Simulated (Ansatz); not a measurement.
System: SiN (charge 0, doublet). SMILES: [N+]#[Si-]
Geometry from a B3LYP-D3(BJ)/def2-TZVP (Ansatz, a first-principles code) optimisation:
```xyz
2

N      0.0000     0.0000    -1.0450
Si     0.0000     0.0000     0.5225
```
Charge 0, spin multiplicity 2.

Quantity: atomisation energy (electronic, to ground-state atoms), in kcal/mol. Valence correlation only, unless marked. UHF or UKS for open shells. Spin-orbit coupling is left out. No relativistic terms. FCI takes restricted orbitals. The coupled-cluster limit lacks core correlation, which all-electron functionals hold. CBS(X,Y): correlation extrapolated as X^-3; Hartree-Fock from the larger set. The program attaches cautions to a run behind HF/STO-3G: large difference.

```tsv
level	program	atomisation energy (kcal/mol)
HF/STO-3G	Ansatz	21.9
HF/def2-SVP	Ansatz	24.0
HF/def2-SVPD	Ansatz	25.9
HF/aug-cc-pV(T+d)Z	Ansatz	30.0
HF/cc-pV(Q+d)Z	Ansatz	30.7
PBE-D4/def2-TZVPD	Ansatz + dftd4	119.7
revPBE/def2-TZVPD	Ansatz	112.0
RPA@PBE/cc-pV(T+d)Z	Ansatz	97.4
MP2/6-31G*	Ansatz	76.9
MP2/cc-pV(D+d)Z	Ansatz	74.6
MP2/aug-cc-pV(T+d)Z	Ansatz	90.7
MP2/cc-pwCVTZ	Ansatz	89.6
MP2/CBS(def2-TZVPP,def2-QZVPP)	Ansatz	95.9
MP2/CBS(def2-TZVPPD,def2-QZVPPD)	Ansatz	95.7
RI-MP2/cc-pV(Q+d)Z	Ansatz	91.3
SCS-MP2/cc-pV(Q+d)Z	Ansatz	91.7
CCSD/CBS(def2-TZVPPD,def2-QZVPPD)	Ansatz	96.5
CCSD(T)/6-31G*	Ansatz	86.5
CCSD(T)/def2-TZVPPD	Ansatz	98.1
FCI/STO-3G	Ansatz	96.8
CCSD(T)/CBS(aug-cc-pV(T+d)Z,aug-cc-pV(Q+d)Z)	Ansatz	106.1
```

The UHF reference is spin-contaminated (<S^2> 0.42 over the pure value in the largest basis). The T1 diagnostic of CCSD in the largest basis is 0.079, which is high, so the coupled-cluster rows are less sure than usual.
